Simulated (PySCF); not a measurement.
# Polarisability and C₆ of Pt⁴⁷⁺ (platinum, charge +47)

[Ar] 3d10 4s2 4p1, 2P determinant. Computed with PySCF 2.14 in an even-tempered Gaussian basis (17 s from 5.4 bohr⁻², ratio 2.5; 11 p from 7 bohr⁻², ratio 2.5; 8 d from 12 bohr⁻², ratio 2.5; 4 f from 35 bohr⁻², ratio 2.7; 4 g from 52 bohr⁻², ratio 2.7), with no relativity, point nucleus. Coupled (time-dependent) response in atomic units; α is the mean over directions.

| method | mean α (bohr³) | α xx, yy, zz | C₆ (like pair) | S(−4) |
| --- | --- | --- | --- | --- |
| UHF | 0.04747 | 0.05325, 0.03590, 0.05325 | 0.007988 | 0.002889 |
| PBE0 | 0.04533 | 0.05086, 0.03428, 0.05086 | 0.007478 | 0.002647 |

S(−4) is the Cauchy moment in α(ω) = α(0) + S(−4) ω² + …

Spin-orbit coupling is absent.

α(iu) at PBE0:

```
u (hartree)  α(iu) (bohr³)
          0        0.04533
      0.500        0.04468
       1.00        0.04285
       2.00        0.03702
       3.00        0.03052
       4.00        0.02484
       5.00        0.02033
       7.50        0.01310
       10.0       0.009278
       15.0       0.005768
       25.0       0.003512
```

A single London oscillator, α(iu) = α/(1 + u²/ω²), gives C₆ = (3/4) ω α². Matching the computed C₆ needs ω = 4 × 0.007478 / (3 × 0.04533²) = 4.85 hartree.

For an ion, C₆ is the dispersion term alone; charge-induced terms of lower order in 1/R come first.

The components differ because the open shell of this determinant is not spherical; for a pure term their mean is the scalar polarisability.

A non-relativistic calculation at this Z misses sizeable relativistic shifts. Spin-orbit coupling, absent here, splits the open shell strongly.
